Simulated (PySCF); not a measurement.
Compound: CH6NOSSi3 (doublet state).
Geometry (GFN2-xTB, Å), atoms numbered from 1 in this order:
```xyz
13
CH6NOSSi3 angstrom
N     -1.0044   -1.3493   -1.9067
C     -1.3593   -1.0408   -0.8622
Si    -1.9162   -0.5218    0.8425
S     -0.6770    1.0439    1.5979
Si     0.5290    1.7410   -0.0643
O      1.5898    0.6125   -0.4696
Si     2.4748   -0.7674   -0.4814
H     -3.2809   -0.0339    0.6840
H     -1.7547   -1.6814    1.7083
H     -0.3359    1.9615   -1.2074
H      1.2317    2.8708    0.5084
H      2.7661   -1.1036    0.9049
H      1.7327   -1.7310   -1.2722
```

The hyperfine couplings belong to this conformer and change with its torsions.

As a line formula: `N#C[SiH2]S[SiH2]O[SiH2]` [radical].

Theory: UKS B3LYP, pcH-1 on C H N O S Si, non-relativistic, mean-field spin-orbit, GIAO in PySCF. One conformer (not necessarily the lowest) at the GFN2-xTB geometry, without solvent, vibrations or thermal averaging. GFN2-xTB frequencies show an imaginary mode (31i cm⁻¹), so this geometry is no minimum at that level. A GFN2-xTB geometry isn't a minimum of the functional, and hyperfine couplings can be far from their values at a DFT geometry, by a factor of two or more for some ions and for spin on atoms past the first row. No stability test was run, so a lower SCF solution isn't excluded.

Question: The isotropic 29Si couplings are -573.7, -17.6 MHz. Assign them to Si5; Si7.

Answer: 
| site | a_iso (MHz) | ρ(0) (bohr⁻³) | position | distance from Si7 (Å) | spin population | largest \|T\| (MHz) |
| --- | --- | --- | --- | --- | --- | --- |
| Si5 | -17.6 | +0.0198 | 2 bonds from Si7 | 3.20 | +0.01 | 3.8 |
| Si7 | -573.7 | +0.6468 | largest spin population | 0.00 | +0.89 | 163.4 |

ρ(0) is the spin density at the nucleus and T the dipolar tensor; a_iso includes a spin–orbit part; entries for several nuclei are means. The largest Mulliken spin population is on Si7 (+0.89). The angles at Si7 add up to 331.8°, so it is pyramidal.

Means are taken over nuclei equivalent by connectivity, which assumes that they swap fast. The 1H value of +91.1 MHz is a mean of couplings from 85.0 to 97.2 MHz in this one geometry, not an average over conformers.
